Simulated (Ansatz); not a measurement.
The same hydrogenolysis along the group C, Ge, Sn.

Calculated with Ansatz (gas phase, PBE0-D4/def2-TZVP geometries, no zero-point term in ΔE). CCSD(T)/CBS is the MP2 limit (def2-TZVPP, def2-QZVPP) plus CCSD(T) − MP2 in def2-TZVPP, frozen cores. This one scheme is used for every species. DFT in def2-TZVPP. B3LYP here is the variant with VWN-RPA as its local correlation; programs differ in this. def2 core potentials past Kr. For Ge, Sn outer-core shells are correlated without core-valence functions, which leaves a few kJ/mol of doubt a bond. Scalar relativity is left out up to krypton. One conformer a species, not always the lowest.

```json
{"reaction": "`OC(O)(O)Cl` + H₂ → `OC(O)Cl` + H₂O", "CCSD(T)/CBS(def2) (kJ/mol)": "-51"}
{"reaction": "`[OH][Ge]([OH])([OH])[Cl]` + H₂ → `[OH][GeH]([OH])[Cl]` + H₂O", "CCSD(T)/CBS(def2) (kJ/mol)": "18"}
{"reaction": "`[OH][Sn]([OH])([OH])[Cl]` + H₂ → `[OH][SnH]([OH])[Cl]` + H₂O", "CCSD(T)/CBS(def2) (kJ/mol)": "?"}
```

Q: Fill in the missing values. (Best estimate.)

A: Ansatz gave: `[OH][Sn]([OH])([OH])[Cl]` + H₂ → `[OH][SnH]([OH])[Cl]` + H₂O: +0.8 kJ/mol.

Largest T1 diagnostic: 0.014, for `[OH][Sn]([OH])([OH])[Cl]`.
